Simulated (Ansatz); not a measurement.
FGa, charge +1, doublet, at a GFN2-xTB geometry (such geometries of metal compounds can be far from the true shape) (a state made from the parent by changing its charge; the spin is typed, not shown lowest).

Ansatz (a program for electronic structure) was given this input:
Ansatz 0.2 input:
```yaml
crystal:
  periodic: [false, false, false]
  atoms:
    - {symbol: Ga, position_ang: [-0.00000000, -0.00000000, -0.41893312]}
    - {symbol: F, position_ang: [0.00000000, 0.00000000, 1.44299185]}
basis:
  gaussian:
    orbitals: 6-311G__.json
hamiltonian:
  xc: b3lyp
total_charge: 1
magnetization: {spin_polarized: true, initial_magnetization: 1}
```
The basis file holds 6-311G** in the JSON format of the Basis Set Exchange.

**Question.** Predict the <S^2> from B3LYP/6-311G** in Ansatz.

**Answer.** 0.757

**Question.** What total energy does B3LYP/6-311G** give?

**Answer.** -2024.4021 Eh

**Question.** Predict the number of basis functions from B3LYP/6-311G**.

**Answer.** 62
